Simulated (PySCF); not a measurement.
## First hyperpolarisability of `InChI=1S/C5H6F2Se/c1-4(6)5(7)3-8-2/h3H,1H2,2H3/b5-3-`

Theory: quadratic response CAM-B3LYP/aug-cc-pVDZ first hyperpolarisability, Taylor convention, gas phase in PySCF. Geometry: PBE0-D3(BJ)/def2-SVP.

Input:
```
{"job": {"kind": "beta", "xc": "CAM-B3LYP", "basis": "aug-cc-pVDZ"}, "charge": 0, "multiplicity": 1}
C     -2.783260     0.302647     0.980183
C     -1.749521     0.882179     0.366338
F     -1.887530     2.059565    -0.248665
C     -0.396253     0.347281     0.284592
F     -0.256223    -0.829422     0.908252
C      0.621222     0.952218    -0.346416
Se     2.410962     0.465284    -0.574211
C      2.483786    -1.309391     0.208668
H     -3.760149     0.786451     0.987719
H     -2.647739    -0.656641     1.476030
H      0.388733     1.909778    -0.817066
H      3.515835    -1.648796     0.047079
H      1.788500    -1.986325    -0.300844
H      2.267490    -1.275043     1.282219
```
Coordinates are in Å.

Command: `OMP_NUM_THREADS=1 python excited_run.py task.json out`

(1) Show the output.

Results:

(1) DR is the depolarisation ratio; parallel is 3/5 of the vector part along the dipole.
```
coarse grid: 58664 points
cycle   1  E = -2795.2282658435  dE =  3.686e-01  |g| = 6.375e-01  |ddm| = 1.252e+01
cycle   2  E = -2795.1943151056  dE =  3.395e-02  |g| = 8.120e-01  |ddm| = 2.891e+00
cycle   3  E = -2795.3092132922  dE = -1.149e-01  |g| = 5.284e-02  |ddm| = 1.465e+00
cycle   4  E = -2795.3098679841  dE = -6.547e-04  |g| = 1.874e-02  |ddm| = 2.110e-01
cycle   5  E = -2795.3099476560  dE = -7.967e-05  |g| = 9.489e-03  |ddm| = 1.065e-01
cycle   6  E = -2795.3099657204  dE = -1.806e-05  |g| = 2.093e-03  |ddm| = 2.221e-02
cycle   7  E = -2795.3099668209  dE = -1.100e-06  |g| = 6.952e-04  |ddm| = 6.630e-03
final grid: 124560 points
cycle   8  E = -2795.3099813047  dE = -5.773e-08  |g| = 9.081e-04  |ddm| = 1.200e-02
cycle   9  E = -2795.3099811423  dE =  1.624e-07  |g| = 1.263e-03  |ddm| = 5.053e-03
cycle  10  E = -2795.3099815022  dE = -3.599e-07  |g| = 7.430e-05  |ddm| = 2.888e-03
cycle  11  E = -2795.3099815040  dE = -1.801e-09  |g| = 2.580e-05  |ddm| = 3.042e-04
cycle  12  E = -2795.3099815044  dE = -4.820e-10  |g| = 8.568e-06  |ddm| = 1.593e-04
converged SCF energy = -2795.3099815044

Lowest singlets (eV, f): 4.6681 0.3520  4.7907 0.2875  5.1944 0.0173

First hyperpolarisability (au)
process     nm      |vector|   parallel      HRS      DR
static         -      819.58     206.16      368.2   3.955
shg       1907.0      943.38     231.44      420.8   4.034
eope      1907.0      858.22      214.1          -       -
shg       1064.0     1327.84     307.62     583.55   4.207
eope      1064.0      953.05     233.39          -       -
```

The calculation is non-relativistic, which matters for the atoms heavier than Zn.

It took 71 s wall time on 1 thread of an Arm Neoverse V1, shared host, peak memory 1.2 GiB.
